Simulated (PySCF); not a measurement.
B(Me)3(HOMe), C4H13BO, singlet (GFN2-xTB optimised geometry):

```
19

B     -0.996    -0.546     0.000
C     -1.422    -1.381     1.319
H     -0.931    -2.354     1.389
H     -2.490    -1.580     1.295
H     -1.233    -0.851     2.253
C     -1.262    -1.324    -1.392
H     -2.325    -1.352    -1.618
H     -0.922    -2.360    -1.374
H     -0.775    -0.836    -2.234
C     -1.407     1.013     0.000
H     -1.251     1.503     0.960
H     -2.464     1.121    -0.232
H     -0.863     1.580    -0.753
C      1.410     0.024     1.115
O      0.748    -0.546     0.000
H      1.110    -0.449     2.052
H      1.133     1.075     1.142
H      2.490    -0.065     0.985
H      0.921    -1.494    -0.044
```

Level of theory: PySCF with CAM-B3LYP/def2-SVP.

Q: What are the frontier orbital energies and the dipole moment?

A: HOMO-2 -10.74 eV, HOMO-1 -8.90 eV, HOMO -8.79 eV, LUMO 1.74 eV, LUMO+1 2.99 eV; dipole moment 3.98 D.

On the same geometry PySCF with PBE/def2-SVP gives HOMO-2 -7.70 eV, HOMO-1 -6.09 eV, HOMO -5.97 eV, LUMO -0.11 eV, LUMO+1 1.18 eV; dipole moment 3.85 D.

Meta-Löwdin charges at CAM-B3LYP/def2-SVP: B1 0.17, C2 -0.41, H3 0.07, H4 0.10, H5 0.07, C6 -0.41, H7 0.10, H8 0.07, H9 0.08, C10 -0.41, H11 0.07, H12 0.10, H13 0.08, C14 -0.08, O15 -0.32, H16 0.11, H17 0.13, H18 0.11, H19 0.35.
